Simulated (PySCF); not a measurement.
Nuclear quadrupole coupling in `CS/C(=C/C(F)F)[SiH2]F`

Compound: C4H7F3SSi.
Cartesian coordinates in Å at the GFN2-xTB level; atoms count from 1:
```
atom  x, y, z in Å
C1     2.6837   -0.3509   -0.7807
S2     1.6266    1.1234   -0.6917
C3     0.0481    0.5204   -0.2240
C4    -0.2138   -0.7737   -0.0335
C5    -1.5496   -1.2653    0.4227
F6    -1.6128   -2.6152    0.3291
F7    -1.7554   -0.9757    1.7448
Si8   -1.2022    1.9279    0.0232
F9    -2.5285    1.5018   -0.7916
H10    2.3101   -1.0288   -1.5421
H11    3.6678    0.0126   -1.0593
H12    2.7276   -0.8321    0.1917
H13    0.5202   -1.5572   -0.1478
H14   -2.4034   -0.8488   -0.1306
H15   -0.7232    3.1303   -0.6315
H16   -1.6029    2.0402    1.4138
```

Field gradients from the PBE0/pcSseg-1 density (PySCF, non-relativistic), principal values in atomic units, ordered |Vxx| ≤ |Vyy| ≤ |Vzz|:

| atom | Vxx | Vyy | Vzz |
| --- | --- | --- | --- |
| S2 | 0.1510 | 2.3655 | -2.5165 |

Find the asymmetry η = (Vxx − Vyy)/Vzz and the couplings χ = eQV/h (234.96 MHz × Q in barn × V in au), with Q(33S) = −0.0678 b.

```json
{"atom": "S2", "environment": "sulfide sulfur", "nucleus": "33S", "η": "0.88", "χzz (MHz)": "40.09", "χxx (MHz)": "-2.40", "χyy (MHz)": "-37.68"}
```

The tensor is traceless: Vxx + Vyy + Vzz = 0.

What is Vzz at S2 in SI units (1 au = 9.71736 × 10²¹ V/m²)?

-2.5165 au = -24.453 × 10²¹ V/m².

And the gradient at the other heavy atoms, for which no coupling is worked out here?

| atom | environment | Vzz (au) | η |
| --- | --- | --- | --- |
| C1 | S-methyl carbon | 0.288 | 0.04 |
| C3 | fully substituted alkene carbon | -0.331 | 0.47 |
| C4 | alkene CH carbon | 0.173 | 0.78 |
| C5 | CHF2 carbon | -0.547 | 0.71 |
| F6 | fluorine of a CF2 group | 2.943 | 0.10 |
| F7 | fluorine of a CF2 group | 2.913 | 0.14 |
| Si8 | fluorine-bound silicon | 0.775 | 0.62 |
| F9 | silicon-bound fluorine | 1.296 | 0.07 |

What couplings would deuterons (Q(2H) = 0.00286 b) have in place of the hydrogens, at this geometry?

| atom | bonded to | bond length (Å) | Vzz (au) | η | χzz (kHz) |
| --- | --- | --- | --- | --- | --- |
| H10 | C1 | 1.086 | 0.3131 | 0.02 | 210 |
| H11 | C1 | 1.085 | 0.3154 | 0.05 | 212 |
| H12 | C1 | 1.086 | 0.3129 | 0.02 | 210 |
| H13 | C4 | 1.080 | 0.3262 | 0.10 | 219 |
| H14 | C5 | 1.099 | 0.2637 | 0.05 | 177 |
| H15 | Si8 | 1.450 | 0.1653 | 0.02 | 111 |
| H16 | Si8 | 1.452 | 0.1650 | 0.02 | 111 |

The structure is a single GFN2-xTB conformer in the gas phase; no vibrational or solvent corrections. GFN2-xTB bond lengths can be off by several hundredths of an ångström, more for odd bonds, and the gradients follow them. These gradients aren't converged with respect to the basis.

These values come from a run that also computed NMR shieldings. Time: 1.7 min; peak memory 0.91 GiB. Hardware: Intel Xeon at 2.50 GHz, one thread, shared host.
